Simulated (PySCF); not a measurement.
# Finite-field polarisability of Ge (germanium, neutral)

[Ar] 3d10 4s2 4p2, high-spin 3P determinant. Computed with PySCF 2.14 in x2c-TZVPPall with one added diffuse shell each of s, p, d type (7s6p5d1f, 57 functions), with scalar relativity by spin-free X2C-1e. Frozen: [Ar] 3d10. Energy changes in a uniform field (μhartree):

```
axis  F (au)        HF       MP2      CCSD   CCSD(T)
   x  0.0024   -96.578   -95.143   -94.296   -94.287
   x  0.0048  -386.402  -380.666  -377.282  -377.245
   y  0.0021  -101.309   -99.469   -98.834   -98.852
   y  0.0042  -405.754  -398.375  -395.839  -395.911
```

By symmetry the remaining axis equals y.

Task: Derive α along x at CCSD(T) from the two fields.

Result: With ΔE = −αF²/2 − γF⁴/24, α = −(16 ΔE(F) − ΔE(2F))/(6F²) = 32.74 bohr³.

Task: And the mean polarisability at each level?

Result: The components xx, yy, zz at CCSD(T) are 32.74, 44.81, 44.81, the third axis being equal by symmetry to one of the two computed. Means: HF 41.79, MP2 41.07, CCSD 40.78, CCSD(T) 40.79 bohr³. Reference: 40 ± 1 bohr³ (recommended; Schwerdtfeger and Nagle, table of static dipole polarizabilities (2023 update)).
